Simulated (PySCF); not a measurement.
## Gas-phase XPS of `CCC[C]1=CC=[CH][GeH2]1`, computed

C₇H₁₂Ge.
Z-matrix (Å and degrees, PBE0-D3(BJ)/def2-SVP geometry), rows numbered from 1:
```
C 
C   1  1.5194
C   2  1.5286  1  113.04
C   3  1.4923  2  113.98  1  -179.70
C   4  1.3503  3  125.90  2   126.39
C   5  1.4766  4  118.76  3   179.25
C   6  1.3482  5  118.37  4    -0.06
Ge  7  1.9407  6  106.70  5     0.21
H   1  1.1023  2  111.24  3   -59.09
H   1  1.1018  2  111.27  3    60.54
H   1  1.1007  2  111.56  3  -179.31
H   2  1.1047  1  109.74  3   122.04
H   2  1.1035  1  110.10  3  -122.03
H   3  1.1050  2  109.53  1   -56.49
H   3  1.1069  2  108.32  1    58.59
H   5  1.0971  4  121.89  3    -0.49
H   6  1.0963  5  118.96  4   179.93
H   7  1.0913  6  123.09  5   179.80
H   8  1.5411  4  113.50  3   -61.96
H   8  1.5404  4  114.42  3    63.78
```

Method used: delta-SCF UKS SCAN, pcX-2 on the ionised atom, pcseg-1 elsewhere, spin-free X2C (PySCF). These are vertical core ionisation energies against the vacuum level, from separate self-consistent calculations with and without the core hole.

Task: Give the core binding energies atom by atom.

Result: 
```csv
atom(s),bonded to,level,binding energy (eV),above the level's lowest (eV),count
C1,C and 3 H,C 1s,290.53,+1.18,1
C2,2 C and 2 H,C 1s,290.42,+1.07,1
C3,2 C and 2 H,C 1s,290.50,+1.15,1
C4,"C (double bond), C and Ge",C 1s,289.54,+0.19,1
C5,"C (double bond), C and H",C 1s,289.99,+0.64,1
C6,"C (double bond), C and H",C 1s,290.27,+0.92,1
C7,"C (double bond), H and Ge",C 1s,289.35,0.00,1
```

Lowest listed C 1s: C7, bonded to C (double bond), H and Ge. Highest, 1.18 eV above it: C1, bonded to C and 3 H. The widest gap between neighbouring values is 0.45 eV, between 289.54 and 289.99 eV. Summing the Pauling electronegativity differences to the bonded atoms, each weighted by its formal bond order, gives -0.89 for the lowest site and -1.05 for the highest; the largest sum, -0.35, belongs to C6, 0.26 eV below the top. The smallest sum, -1.05, belongs to C1, 1.18 eV above the lowest. The values 290.50 and 290.53 eV lie too close for their order to be trusted.

Task: Give the binding energy of C 1s of C3 in hartree and in kJ/mol.

Result: 290.50 eV = 10.6757 Eh = 28029 kJ/mol.

Task: Which photon energy gives electrons from C 1s of C3 a kinetic energy of 20 eV, and what is their de Broglie wavelength?

Result: hν = 290.50 + 20 = 310.50 eV, recoil neglected; λ = 12.264 Å/√(E/eV) = 2.74 Å.

Spin contamination (⟨S²⟩ against 0.75 for a pure doublet) is marked for C 1s of C4 (0.90), C 1s of C5 (0.86) and C 1s of C6 (0.92), which makes these values less certain. No level of germanium is listed. Geometry: PBE0-D3(BJ)/def2-SVP, one conformer, isolated molecule.

Time: 9.6 min wall, 8.3 min CPU; peak memory 0.63 GiB. Hardware: Intel Xeon at 2.50 GHz, one thread, on a shared host.
